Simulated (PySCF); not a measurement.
## Electron correlation in Br⁺ (bromine, charge +1)

[Ar] 3d10 4s1 4p4 4d1, one real determinant (an excited configuration). Computed with PySCF 2.14 in aug-cc-pVTZ-PP with ECP10MDF, with scalar relativity through the core potential. Frozen: 3s2 3p6 3d10; 6 electrons correlated.

| level | correlation energy (mhartree) |
| --- | --- |
| CCSD | -129.36 |
| (T) | -9.55 |
| CCSD(T) | -138.91 |

Diagnostics: T1 = 0.012, D1 = 0.0321, largest double amplitude 0.185.

The real determinant used has ⟨L²⟩ near 8 against 12 for a pure F term, so it mixes terms. The outer electron is Rydberg-like, and this basis confines it to a smaller radius and binds it less than a complete one would. A double-excitation amplitude exceeds 0.15, a sign of near-degeneracy.

Cost of the coupled-cluster step: roughly 2.7 core-seconds, for 6 correlated electrons.

Iterations:

```
CC2 = 0
CCSD nocc = (np.int64(5), np.int64(1)), nmo = (46, 46)
frozen orbitals [[0, 1, 2, 3, 4, 5, 6, 7, 8], [0, 1, 2, 3, 4, 5, 6, 7, 8]]
max_cycle = 100
direct = 0
conv_tol = 1e-08
conv_tol_normt = 1e-06
diis_space = 8
diis_start_cycle = 0
Init t2, MP2 energy = -0.092077986445142
Init E_corr(UCCSD) = -0.0920779864454616
cycle = 1  E_corr(UCCSD) = -0.110287268215027  dE = -0.0182092818  norm(t1,t2) = 0.0816997
cycle = 2  E_corr(UCCSD) = -0.116956176566034  dE = -0.00666890835  norm(t1,t2) = 0.0517588
cycle = 3  E_corr(UCCSD) = -0.127281249538397  dE = -0.010325073  norm(t1,t2) = 0.036788
cycle = 4  E_corr(UCCSD) = -0.126973573446498  dE = 0.000307676092  norm(t1,t2) = 0.0149195
cycle = 5  E_corr(UCCSD) = -0.130024181778146  dE = -0.00305060833  norm(t1,t2) = 0.0110947
cycle = 6  E_corr(UCCSD) = -0.128285406798422  dE = 0.00173877498  norm(t1,t2) = 0.00662853
cycle = 7  E_corr(UCCSD) = -0.129243604179774  dE = -0.000958197381  norm(t1,t2) = 0.00383028
cycle = 8  E_corr(UCCSD) = -0.129412651667558  dE = -0.000169047488  norm(t1,t2) = 0.00106192
cycle = 9  E_corr(UCCSD) = -0.129343064068115  dE = 6.95875994e-05  norm(t1,t2) = 0.000556091
cycle = 10  E_corr(UCCSD) = -0.129360277647444  dE = -1.72135793e-05  norm(t1,t2) = 0.00022531
cycle = 11  E_corr(UCCSD) = -0.12935988982621  dE = 3.87821233e-07  norm(t1,t2) = 8.84586e-05
cycle = 12  E_corr(UCCSD) = -0.129358249708347  dE = 1.64011786e-06  norm(t1,t2) = 3.08543e-05
cycle = 13  E_corr(UCCSD) = -0.129358358363737  dE = -1.08655391e-07  norm(t1,t2) = 1.1467e-05
cycle = 14  E_corr(UCCSD) = -0.129358247996587  dE = 1.1036715e-07  norm(t1,t2) = 4.84708e-06
cycle = 15  E_corr(UCCSD) = -0.129358174680416  dE = 7.33161711e-08  norm(t1,t2) = 1.63145e-06
cycle = 16  E_corr(UCCSD) = -0.129358187337947  dE = -1.26575311e-08  norm(t1,t2) = 3.27218e-07
cycle = 17  E_corr(UCCSD) = -0.129358186297924  dE = 1.04002323e-09  norm(t1,t2) = 1.58022e-07
UCCSD converged
E(UCCSD) = -414.3273411085464  E_corr = -0.1293581862979235
UCCSD(T) correction = -0.00955381262785812
```

The reference is one real determinant that mixes LS terms of this configuration.
